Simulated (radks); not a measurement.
Values are calculated unless marked as measured or tabulated.
Question: Valence configurations of Cl I (all share [Ne]). Level of theory: Dirac Kohn-Sham, PBE, spin-unpolarised, spherical densities, finite nucleus; open shells are shared between the two j in proportion to 2j + 1; Fermi nuclear charge, rms radius 3.3654 fm (a radial shooting solver on a logarithmic mesh with Libxc functionals). Order these by energy: 3s1 3p6; 3s2 3p5; 3s1.5 3p5.5.

Answer: From the lowest, in eV above it: 3s2 3p5 0.000; 3s1.5 3p5.5 6.062; 3s1 3p6 12.153. NIST lists [Ne] 3s2 3p5 as the ground configuration; this level of theory agrees among the configurations tried. The energies are those of spherical spin-averaged densities, not of single terms.
